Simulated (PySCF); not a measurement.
# Gas-phase thermal properties of AsH3

Method: PySCF energies plus ideal-gas RRHO corrections (1 bar). 6-31G* has spherical d functions here. All species are closed-shell singlets. B3LYP is the form with VWN-RPA correlation. As: all electrons, no relativistic terms. The harmonic model lacks anharmonicity and excited electronic states, which grow with temperature; levels with a mode under 35 cm⁻¹ are left out.

| level | point group | σ | ZPE (kJ/mol) | S°298 (J/mol/K) | Cp298 (J/mol/K) | S°1000 (J/mol/K) | H1000 − H298 (kJ/mol) |
|---|---|---|---|---|---|---|---|
| B3LYP/6-31G* | C3v | 3 | 57.5 | 223.0 | 38.0 | 284.4 | 37.6 |
| HF/6-31G* | C3v | 3 | 62.1 | 222.2 | 36.9 | 281.4 | 36.3 |
| PBE/def2-SVP | C3v | 3 | 55.5 | 223.4 | 38.8 | 286.0 | 38.3 |
| PBE0/def2-TZVP | C3v | 3 | 57.6 | 222.9 | 38.3 | 284.6 | 37.7 |
σ: rotational symmetry number. Electronic degeneracy used: 1. Frequencies are unscaled.
